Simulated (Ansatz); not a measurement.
Correlation energies of C$_{10}$H$_{11}$FOZr, SMILES `[OH][Zr]12345678([F])([C@H]9[C@@H]1[C@@H]2[C@@H]3[C@H]94)[C@H]1[C@@H]5[C@@H]6[C@@H]7[C@H]18` by basis set

```xyz
24

O     1.608    1.296    1.180
Zr    0.160    0.075    0.602
F    -0.514   -0.611    2.297
C     1.371   -0.993   -1.348
C     0.272   -1.841   -1.059
C     0.490   -2.416    0.205
C     1.721   -1.929    0.700
C     2.270   -1.069   -0.268
C    -2.199    1.052    0.724
C    -1.325    2.152    0.664
C    -0.701    2.146   -0.605
C    -1.178    1.035   -1.319
C    -2.099    0.346   -0.489
H     1.505    2.216    1.420
H     1.507   -0.409   -2.247
H    -0.580   -2.016   -1.698
H    -0.185   -3.075    0.730
H     2.146   -2.151    1.667
H     3.181   -0.499   -0.162
H    -2.784    0.756    1.581
H    -1.158    2.869    1.455
H     0.032    2.858   -0.958
H    -0.898    0.757   -2.323
H    -2.642   -0.551   -0.748
```

Total charge 0; spin multiplicity 1. Correlated methods include outer-core shells of Zr, which these sets cover unevenly. Zr takes the def2 core potential. The geometry is a stationary point of PBE0-D4/def2-TZVP. It is one conformer, not always the lowest. Frozen core, restricted reference, Ansatz.

```tsv
basis	HF (Eh)	MP2 corr.	CCSD corr.	(T)	CCSD(T) total
def2-SVP	?	?	-2.03745	-0.08647	?
def2-TZVPP	-606.31792	?	?	-0.12937	?
def2-QZVPP	-606.34520	-2.69649	–	–	–
```

Question: Fill in the withheld values. (Estimate.)

Answer: Computed: def2-SVP HF (Eh): -605.66338; def2-SVP MP2 corr.: -1.99823; def2-SVP CCSD(T) total: -607.78730; def2-TZVPP MP2 corr.: -2.50446; def2-TZVPP CCSD corr.: -2.50899; def2-TZVPP CCSD(T) total: -608.95628.
